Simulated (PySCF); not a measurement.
Molfile (atoms numbered from 1):
```
C3H7FSi
     RDKit          3D

 12 12  0  0  0  0  0  0  0  0999 V2000
    1.3217    1.2341   -1.2710 F   0  0  0  0  0  0  0  0  0  0  0  0
    1.7189    0.6862   -0.0686 C   0  0  0  0  0  0  0  0  0  0  0  0
    0.2630   -0.2843    0.6680 Si  0  0  0  0  0  4  0  0  0  0  0  0
   -0.9643   -0.9974   -0.5216 C   0  0  0  0  0  0  0  0  0  0  0  0
   -1.4495    0.2664    0.2236 C   0  0  0  0  0  0  0  0  0  0  0  0
    2.5893    0.0282   -0.2424 H   0  0  0  0  0  0  0  0  0  0  0  0
    2.0499    1.4960    0.6059 H   0  0  0  0  0  0  0  0  0  0  0  0
    0.5532   -0.9348    1.9722 H   0  0  0  0  0  0  0  0  0  0  0  0
   -0.7645   -0.8750   -1.5923 H   0  0  0  0  0  0  0  0  0  0  0  0
   -1.4819   -1.9359   -0.2948 H   0  0  0  0  0  0  0  0  0  0  0  0
   -1.5624    1.1723   -0.3822 H   0  0  0  0  0  0  0  0  0  0  0  0
   -2.2673    0.1299    0.9396 H   0  0  0  0  0  0  0  0  0  0  0  0
  1  2  1  0
  2  3  1  0
  3  4  1  0
  4  5  1  0
  5  3  1  0
  2  6  1  0
  2  7  1  0
  3  8  1  0
  4  9  1  0
  4 10  1  0
  5 11  1  0
  5 12  1  0
M  END
```

Geometry: PBE0-D3(BJ)/def2-SVP; GIAO shifts from PySCF, gas phase, non-relativistic, averaged over equivalent atoms.

At PBE0/aug-cc-pVDZ (182 basis functions, 12 s wall time on 1 thread of an Intel Xeon 6975P-C, shared host):
```
  atoms  δ (ppm)
     F1   -280.0
     C2     66.4
  C4/C5     -8.6
    Si3   -109.2
  H6/H7     4.83
     H8     3.17
 H9/H11     0.70
H10/H12     0.49
```

Scale: $^{19}$F (σ = 194.15 ppm) vs CFCl3; $^{13}$C (σ = 195.12 ppm), $^{29}$Si (σ = 416.72 ppm), $^{1}$H (σ = 31.39 ppm) vs TMS (reference shieldings calculated alike).

Question: What do these become at CAM-B3LYP/pcSseg-2?

Answer: 
| atoms | δ at CAM-B3LYP/pcSseg-2 | change |
| --- | --- | --- |
| F1 | -292.9 | -12.9 |
| C2 | 73.6 | +7.2 |
| C4/C5 | -10.6 | -2.0 |
| Si3 | -118.7 | -9.5 |
| H6/H7 | 4.68 | -0.15 |
| H8 | 3.12 | -0.05 |
| H9/H11 | 0.73 | +0.03 |
| H10/H12 | 0.52 | +0.03 |

Scale: $^{19}$F (186.01 ppm) vs CFCl3; $^{13}$C (182.55 ppm) and $^{29}$Si (328.96 ppm) and $^{1}$H (31.34 ppm) vs TMS (reference shieldings calculated alike).

The largest change is at F1 (fluorine on an sp3 carbon). Cost: 285 basis functions, 50 s wall time on 1 thread of an Arm Neoverse V1, shared host.

Unscaled 19F shifts against computed CFCl3 carry errors that often reach 10 to 50 ppm.
